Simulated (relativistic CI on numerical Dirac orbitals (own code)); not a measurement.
# Energy levels of Lu V

These numbers are calculated, not measured: Dirac-Coulomb-Breit CI, KLI orbitals optimised for each configuration, QED by a radiative potential, valence Slater integrals scaled by 0.85, configuration energies shifted to the measured levels that pair with them (semi-empirical) (own radial code, finite nucleus).

CI space (outside the closed core [Kr] 4d10): 4f13.5s2.5p6, 4f12.5s2.5p6.5d, 4f11.5s2.5p6.5d2, 4f13.5s2.5p5.5d, 4f14.5s2.5p5, 4f12.5s2.5p6.6s, 4f12.5s2.5p6.6p, 4f13.5s2.5p4.5d2, 4f13.5s2.5p5.5f, 4f13.5s2.5p5.5g, 4f13.5s2.5p5.6s, 4f13.5s.5p6.5d, 4f12.5s2.5p6.6d, 4f14.5s2.5p4.5d, 4f12.5s2.5p6.7s, 4f12.5s2.5p6.5f, 4f12.5s2.5p6.7p, 4f13.5s2.5p5.6p, 4f12.5s2.5p6.5g, 4f12.5s2.5p6.6f, 4f12.5s2.5p6.7d, 4f11.5s2.5p6.5d.6s, 4f13.5s.5p6.5f, 4f12.5s2.5p5.6s.6p, 4f14.5s.5p6, 4f14.5s2.5p4.5f, 4f13.5s2.5p4.5d.6s, 4f12.5s2.5p6.7f, 4f13.5s2.5p5.6d, 4f13.5s.5p6.5g. Levels of other configurations are missing.

The lowest level is 4f13.5s2.5p6 2F°_7/2, with 97 % of that term; Hund's rules for 4f13.5s2.5p6 give 2F° with J = 7/2, in agreement.

| No. | Configuration | Term | J | E (cm⁻¹) | % | Next component (%) | Lifetime (s) | jj configuration (%) |
| --- | --- | --- | --- | --- | --- | --- | --- | --- |
| 1 | 4f13.5s2.5p6 | 2F° | 7/2 | 0.0 | 97 | 2 4f13.5s2.5p4.5d2 2F° |  | 4f7/2^7 (97) |
| 2 | 4f13.5s2.5p6 | 2F° | 5/2 | 11416.9 | 97 | 2 4f13.5s2.5p4.5d2 2F° | 4.37e-02 | 4f5/2^5 4f7/2^8 (97) |

Energies count from the lowest computed level; ° marks odd parity; lifetimes are radiative, by E1, M1, E2 decay to levels of this space only. Filled j subshells are mostly left out of the jj labels. The list stops below the first level whose count of f electrons has no measured partner.

The mean weight of the leading LS term, summed over parents, in these 2 levels is 97 %, and that of the leading jj configuration (from the same eigenvectors) 97 %.

Configurations whose levels could be paired with our table of measured levels were shifted onto them, all but the ground configuration, by the median error of their levels; single terms can still be off by 1,000 to 2,000 cm⁻¹ or more, and rates follow the energies as ν³ (E1, M1) or ν⁵ (E2). The others borrow a shift and can be off by several thousand cm⁻¹ or more. Levels and lines within the n = 5 or 6 shells can be off by up to 10 % or somewhat more, and those that change n by about 2 %, since core polarisation is missing. 1 of the 32 excited levels that our extract of the measured tables holds in this range could be paired (the sources list more); they are missed by 376 cm⁻¹ on average and 376 at most, after the shifts were fitted to these levels, and levels without a partner can miss by more. Levels that differ in their count of f electrons can be misplaced by several ten thousand cm⁻¹, since the correlation energy of f electrons is missing or only estimated; rates across such gaps can be off by orders of magnitude.

LS names give the leading component of a level, which can be under half, so a name can repeat, a term be missing and a line seem to break the LS rules.
